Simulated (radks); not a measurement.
All-electron atom: Pd2+ in [Kr] 4d8.

Calculated with a radial shooting solver on a logarithmic mesh with Libxc functionals: scalar-relativistic Kohn-Sham, r2SCAN, spin-polarised, spherical densities, finite nucleus; open shells are filled with parallel spins first (spin-orbit coupling, left out, can overturn this in heavy ions); meta-GGA in the generalised Kohn-Sham scheme; Fermi nuclear charge, rms radius 4.5318 fm.

Energy parts (hartree):
total: -5045.42891
kinetic: 5233.51147
electron-nucleus: -12151.83138
Hartree: 2016.55459
exchange-correlation: -143.66358

Orbitals (lengths in bohr, moments of r in powers of bohr; r(max) is where P^2 peaks; r(90%) holds 90 % of the orbital's charge):
\begin{tabular}{lrrrrrr}
orbital & occ. & eigenvalue (hartree) & <r> & r(max) & r(90%) & <1/r> \\ \hline
1s up & 1 & -890.7886 & 0.03186 & 0.02066 & 0.0571 & 48.23 \\
1s down & 1 & -890.7889 & 0.03186 & 0.02066 & 0.0571 & 48.23 \\
2s up & 1 & -131.3684 & 0.1383 & 0.1167 & 0.214 & 10.96 \\
2s down & 1 & -131.3492 & 0.1383 & 0.1167 & 0.214 & 10.96 \\
2p up & 3 & -117.7701 & 0.1206 & 0.09342 & 0.196 & 10.58 \\
2p down & 3 & -117.7560 & 0.1206 & 0.09342 & 0.196 & 10.58 \\
3s up & 1 & -24.66113 & 0.3784 & 0.3412 & 0.557 & 3.840 \\
3s down & 1 & -24.65654 & 0.3784 & 0.3413 & 0.557 & 3.839 \\
3p up & 3 & -20.15549 & 0.3781 & 0.3346 & 0.569 & 3.652 \\
3p down & 3 & -20.14882 & 0.3781 & 0.3347 & 0.569 & 3.651 \\
3d up & 5 & -13.01992 & 0.3576 & 0.2829 & 0.566 & 3.418 \\
3d down & 5 & -13.00553 & 0.3576 & 0.2831 & 0.566 & 3.417 \\
4s up & 1 & -4.18315 & 0.9466 & 0.8533 & 1.37 & 1.448 \\
4s down & 1 & -4.11298 & 0.9450 & 0.8514 & 1.37 & 1.452 \\
4p up & 3 & -2.89052 & 1.036 & 0.9104 & 1.53 & 1.302 \\
4p down & 3 & -2.81683 & 1.035 & 0.9083 & 1.53 & 1.305 \\
4d up & 5 & -1.04197 & 1.358 & 1.073 & 2.13 & 0.9802 \\
4d down & 3 & -0.97018 & 1.375 & 1.073 & 2.17 & 0.9731 \\
\end{tabular}

The highest occupied level is 4d down at -26.400 eV. The spin density at the nucleus is -1.904 e/bohr^3 (1s 0.000, 2s -1.110, 3s 0.934, 4s -1.729). The electron density at the nucleus is 1.359e+05 e/bohr^3 (large components only).
